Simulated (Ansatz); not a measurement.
Species: H4O2Si, SMILES `O[SiH2]O` (H–O–Si–O torsion -66°, O–Si–O–H torsion -66°) (charge 0, multiplicity 1), formula H₄O₂Si.

**Question.** How many basis functions does frozen-core CCSD(T)/cc-pVTZ // PBE0-D4/def2-TZVP in Ansatz (a program for electronic structure) use, how many core orbitals are frozen, and how many electrons are correlated?

**Answer.** 150 basis functions and 7 frozen orbitals, which leaves 20 correlated electrons. Core time is of the order of seconds.
